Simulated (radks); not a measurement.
Valence configurations of O II (all share [He]). Method: non-relativistic Kohn-Sham, BLYP, spin-polarised, spherical densities, point nucleus; open shells are filled with parallel spins first; computed with a radial shooting solver on a logarithmic mesh with Libxc functionals. Order these by energy: 2s2 2p3; 2p5; 2s1 2p4; 2s1.5 2p3.5.

Answer. From the lowest, in eV above it: 2s2 2p3 0.000; 2s1.5 2p3.5 7.455; 2s1 2p4 14.885; 2p5 33.736. NIST lists [He] 2s2 2p3 as the ground configuration; this level of theory agrees among the configurations tried. The energies are those of spherical high-spin densities, not of single terms.
